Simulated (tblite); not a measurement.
Species: C5H12O2Si.
Numbering: `[CH3:1]/[CH:2]=[CH:3]\[SiH:4]([O:5][CH3:6])[O:7][CH3:8]` (hydrogens: H9, H10, H11 on C1; H12 on C2; H13 on C3; H14 on Si4; H15, H16, H17 on C6; H18, H19, H20 on C8)

Computed geometry: GFN2-xTB, gas phase.

(1) What internal coordinates does the optimisation give?

Results:

(1) 
| bond | length (Å) |
| --- | --- |
| C1–C2 | 1.490 |
| C2=C3 | 1.327 |
| C3–Si4 | 1.878 |
| Si4–O5, Si4–O7 | 1.633 |
| O5–C6, O7–C8 | 1.398 |
| C1–H9, C1–H10, C1–H11 | 1.088 |
| C2–H12 | 1.086 |
| C3–H13 | 1.083 |
| Si4–H14 | 1.459 |
| C6–H15 and 5 like bonds | 1.092 |

Bonds in one row agree within 0.01 Å and their mean is given. A selection of angles:
| angle | degrees |
| --- | --- |
| C1–C2–C3 | 125.5 |
| C2–C3–Si4 | 125.7 |
| C3–Si4–O5 | 116.3 |
| C3–Si4–O7 | 99.3 |
| O5–Si4–O7 | 114.0 |
| Si4–O5–C6 | 129.3 |
| Si4–O7–C8 | 127.1 |

Torsions: C1–C2–C3–Si4 0° (synperiplanar); C2–C3–Si4–O5 -54° (synclinal); C3–Si4–O5–C6 -48° (synclinal); C3–Si4–O7–C8 179° (antiperiplanar). The mirror-image conformer, all signs reversed, is as good.

The C–C distances run from 1.327 Å (C2=C3, drawn double) to 1.490 Å (C1–C2, drawn single), a spread of 0.163 Å. Of the pairs four or more bonds apart, Si4···H9 is among the closest relative to their van der Waals radii: 2.76 Å, 84 % of the sum of Bondi's values. Si4 (oxygen-bound silicon) has angles from 96.3° to 118.4°.

Point group: C1 (no symmetry element, even within 0.4 Å). Its GFN2-xTB frequencies are all real (lowest 40 cm⁻¹). The numbers are those of one conformer. 3 starts were optimised and ended at 0.00, 0.04 and 0.30 kcal/mol (GFN2-xTB); the lowest of these is shown.
